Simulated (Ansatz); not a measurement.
Mulliken charges of `[OH][Zr]([OH])([Cl])[Cl]` from r2SCAN/def2-TZVPP in Ansatz (PBE0-D4/def2-TZVP geometry).

| atom | x (Å) | y (Å) | z (Å) | charge (e) |
| --- | --- | --- | --- | --- |
| O1 | -1.203 | 0.897 | 0.782 | -0.518 |
| Zr2 | -0.104 | -0.107 | -0.389 | 1.296 |
| O3 | 1.533 | -0.558 | 0.452 | -0.518 |
| Cl4 | -1.230 | -2.091 | -0.984 | -0.335 |
| Cl5 | 0.351 | 1.184 | -2.308 | -0.335 |
| H6 | -1.654 | 1.389 | 1.462 | 0.206 |
| H7 | 2.307 | -0.715 | 0.986 | 0.206 |

Task: By hand: the dipole of these point charges (1 e Å = 4.8032 D).

Result: Σ q r = (0.123, 0.128, 0.464) e Å, of length 0.497 e Å = 2.39 D.

Task: How does the dipole of the full density compare? (An estimate is asked.)

Result: Computed: (0.206, 0.213, 0.773) e Å, 3.98 D; the point charges give 0.60 times that, at 0° from its direction.

Point charges leave out the atoms' own dipoles, such as those of lone pairs, and Mulliken's split depends on the basis, so the two needn't agree.
